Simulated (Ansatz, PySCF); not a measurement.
Reaction (SMILES): [C]#CO -> [C-]#CO (an electron is taken up)
Each molecule is optimised on its own at B3LYP-D3(BJ)/def2-TZVP (Ansatz, a program for electronic structure).

Quantity: adiabatic electron affinity (electronic energy difference), positive where the reaction releases energy, in eV. Valence correlation only, unless marked. Open shells are spin-unrestricted. No spin-orbit coupling. No relativistic terms. Anions need diffuse functions: aug- sets have them; def2-D sets add few; the other sets have none. CBS marks a two-point X^-3 extrapolation of the correlation energy; Hartree-Fock from the larger set. The bracket is a focal-point correction in the basis named.

Level to compare with: RI-MP2/CBS(aug-cc-pVTZ,aug-cc-pVQZ)+[CCSD(T)-MP2]/aug-cc-pVTZ (Ansatz), 2.61 eV. It is a level with limits of its own, and the differences hold the functionals' basis error too.

Problem. Rank these functionals by how close they come to RI-MP2/CBS(aug-cc-pVTZ,aug-cc-pVQZ)+[CCSD(T)-MP2]/aug-cc-pVTZ, closest first: BHLYP/def2-TZVPD (Ansatz); B3LYP/def2-TZVPD (Ansatz); M06-2X/def2-TZVPD (PySCF).

Solution. M06-2X/def2-TZVPD (hybrid meta-GGA, 2.48 eV, difference -0.13), B3LYP/def2-TZVPD (global hybrid, 2.38 eV, difference -0.23), BHLYP/def2-TZVPD (global hybrid, 2.15 eV, difference -0.46)
